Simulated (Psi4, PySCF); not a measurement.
Interaction energy of CH4 ··· H4N+ (SMILES C and [NH4+]) (charge +1), singlet. Monomers: optimised at B3LYP-D3(BJ) (def2-TZVP), held rigid. Orientation: lowest of the rigid-body minima from ten starts at GFN2-xTB. R is the distance of the centres of mass, along which the second monomer moves.

- RHF/3-21G = restricted Hartree-Fock/3-21G, no counterpoise correction run with PySCF 2.14.0
- revPBE/def2-TZVP, counterpoise-corrected (Psi4)
- wB97X-D/def2-TZVP, counterpoise-corrected (Psi4)

Interaction energies in kJ/mol:

| R / Å | RHF/3-21G | revPBE/def2-TZVP |
|---|---|---|
| 2.53 | 94.90 | 56.23 |
| 2.73 | 34.44 | 12.92 |
| 2.98 | 1.49 | -8.27 |
| 3.14 | -6.75 | -12.77 |
| 3.31 | -10.09 | -13.99 |
| 3.50 | -10.62 | -13.33 |
| 3.87 | -8.60 | -10.30 |
| 4.14 | -6.79 | -8.16 |
| 4.64 | -4.07 | -5.18 |
| 5.34 | -2.02 | -2.78 |
| 6.33 | -0.98 | -1.30 |
| 7.66 | -0.46 | -0.59 |

**Question.** Predict the corresponding wB97X-D/def2-TZVP column.

**Answer.** 2.53: 48.48; 2.73: 5.37; 2.98: -14.97; 3.14: -18.65; 3.31: -18.91; 3.50: -17.18; 3.87: -12.40; 4.14: -9.44; 4.64: -5.73; 5.34: -3.01; 6.33: -1.41; 7.66: -0.63 (kJ/mol).
